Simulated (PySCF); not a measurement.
Compound: C3H5FO2Si.
SMILES with atom numbers: `[OH:1][Si@@:2]1([CH2:3][F:4])[CH:5]=[CH:6][O:7]1`

Cartesian coordinates in Å at the GFN2-xTB level; atoms count from 1:
```
atom  x, y, z in Å
O1    -0.6403    1.7363    0.8449
Si2   -0.0797    0.3663    0.2006
C3    -1.4847   -0.9232    0.0573
F4    -2.6736   -0.2555   -0.1843
C5     1.3564    0.3703   -1.0307
C6     2.0772   -0.1133   -0.0216
O7     1.2480   -0.2108    1.0829
H8    -1.5554    1.9856    0.7284
H9    -1.6290   -1.4759    0.9879
H10   -1.3598   -1.6349   -0.7588
H11    1.6433    0.5744   -2.0410
H12    3.0990   -0.4199    0.1083
```

NICS is the negative of the GIAO shielding at a point without a nucleus: at the ring centre (0) and 1 Å above and below it (1); zz is the component along the ring normal. Level: GIAO PBE0/pcSseg-1 (PySCF, non-relativistic, gas phase) on the GFN2-xTB geometry, one conformer.

Ring bond lengths (Å), with Mayer bond orders in brackets: Si2–C5 1.892 (0.88), C5–C6 1.331 (1.74), C6–O7 1.385 (0.95), O7–Si2 1.695 (0.90).

Question: Give the NICS values of each ring in ppm.

Answer: 
```json
{"ring": "Si2–C5–C6–O7", "type": "4-membered ring with O and Si; formal bonds 1 double, 3 single", "NICS(0)": "-2.1", "NICS(1), two faces": "-0.2 / -1.1", "NICS(1)zz, two faces": "5.5 / 5.1", "rms pucker (Å)": "0.01", "centre to ring atoms, mean (Å)": "1.11"}
```

Question: What do they say, and how far can they be read as aromaticity?

Answer: 
- Si2–C5–C6–O7: mean NICS(1)zz 5.3 ppm, deshielded. Si2 has four or more neighbours; no verdict on aromaticity is drawn.

Question: At the second NICS(1) probe listed for ring Si2–C5–C6–O7, 1 Å off the ring, what do the in-plane components average?

Answer: The isotropic value is a third of the trace: (3 × -1.1 − (5.1))/2 = -4.2 ppm.

Question: How shielded are the nuclei of the rings and their hydrogens (means over atoms taken as equivalent)?

Answer: 
```csv
atoms,environment,σ isotropic (ppm),"principal values of the symmetric part, first atom (ppm)"
Si2,oxygen-bound silicon,354.5,"326.1, 352.3, 385.2"
C5,alkene CH carbon,74.9,"-16.9, 98.6, 143.1"
C6,vinylic carbon bearing oxygen,13.3,"-111.5, 47.4, 104.0"
O7,silyl ether oxygen,166.3,"91.8, 193.1, 214.1"
H11,vinylic hydrogen,26.67,"25.3, 26.3, 28.4"
H12,vinylic hydrogen,24.05,"22.8, 23.2, 26.2"
```

Hardware: an Arm Neoverse N1 with one thread, shared host with 64 logical CPUs at a one-minute load of 61. Cost: 31 s of wall time, 0.71 GiB resident at most. This is the whole shielding run at PBE0/pcSseg-1, SCF included.
